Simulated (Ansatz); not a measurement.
Al₂P₂⁻. The state is a doublet with charge -1. Geometry B3LYP-D4/def2-TZVPD.

Cartesian coordinates in Å:
```
Al 1.958 0.707 -0.235
Al -1.850 -0.544 0.821
P -0.446 0.934 -0.502
P 0.337 -1.097 -0.084
```

At HF/def2-TZVPD the charge -1 doublet is spin-contaminated (final ⟨S²⟩ up to 0.89, 0.75 for a pure state). At PBE-D4/def2-TZVPD the highest occupied level of the charge -1 doublet lies above zero (up to 0.02 eV). Its loss leaves the charge 0 singlet, which lies 2.40 eV higher (vertical, at PBE-D4/def2-TZVPD), but this difference is unsure: the singlet is doubtful (an occupied level 0.09 eV above an empty one). The structure comes from a short search, and lower isomers may exist.

(1) Estimate the α-spin orbital energies around the gap (eV) in Ansatz with HF/def2-TZVPD, PBE-D4/def2-TZVPD, r2SCAN-D4/def2-TZVPD, PBE0-D4/def2-SVPD, r2SCAN0-D4/def2-TZVPD.

Results:

(1) 
```
orbital  HF/def2-TZVPD  PBE-D4/def2-TZVPD  r2SCAN-D4/def2-TZVPD  PBE0-D4/def2-SVPD  r2SCAN0-D4/def2-TZVPD
 HOMO−5          -7.25              -3.12                 -3.48              -4.30                  -4.56
 HOMO−4          -5.85              -2.54                 -2.85              -3.59                  -3.74
 HOMO−3          -4.31              -1.66                 -1.81              -2.48                  -2.63
 HOMO−2          -4.08              -1.19                 -1.45              -2.10                  -2.24
 HOMO−1          -3.32              -0.40                 -0.54              -1.13                  -1.23
   HOMO          -2.90               0.02                 -0.29              -0.88                  -1.16
   LUMO           4.51               1.60                  1.70               2.33                   2.29
 LUMO+1           4.53               2.16                  2.30               2.89                   2.86
 LUMO+2           4.90               2.51                  2.69               3.25                   3.19
 LUMO+3           5.26               2.99                  3.24               3.81                   3.85
 LUMO+4           5.32               3.03                  3.59               4.02                   3.86
 LUMO+5           5.66               3.40                  3.86               4.10                   4.29
 β HOMO          -2.74              -0.37                 -0.51              -1.09                  -1.20
 β LUMO           4.47               0.85                  1.00               1.68                   1.76
```
